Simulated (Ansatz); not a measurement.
This geometry of FGeHS (4 atoms, charge 0, multiplicity 1) is a first-order saddle point.

Level of theory: RKS PBE0-D4/def2-TZVP (Ansatz 0.2.0).

```xyz
4
Properties=species:S:1:pos:R:3
F -1.818 -0.070 0.509
Ge -0.242 0.476 1.055
S 0.886 0.404 -0.929
H 1.229 -0.870 -0.655
```

(1) Which two structures does it join? (They come from a converged band through this point; their orientation in space is the band's.)

(2) How far does it lie above each of them?

## Answers

(1) No bond is made or broken. The dihedral F1–Ge2–S3–H4 goes from -180 to 0°.

First end point:

```xyz
4
Properties=species:S:1:pos:R:3
F -1.911 0.471 0.573
Ge -0.305 -0.063 1.042
S 0.532 -0.027 -1.030
H 1.739 -0.441 -0.605
```

Last end point:

```xyz
4
Properties=species:S:1:pos:R:3
F -1.542 0.418 0.140
Ge -0.304 -0.093 1.286
S 1.343 -0.375 -0.208
H 0.558 -0.010 -1.237
```

(2) 0.43 eV above the first and 0.42 eV above the second. This is the barrier of this one path; another mechanism may lie lower.

Run time: 2.5 min on 2 threads of Intel(R) Xeon(R) Platinum 8375C CPU @ 2.90GHz (Ice Lake), on a shared host, peak memory 0.3 GiB.
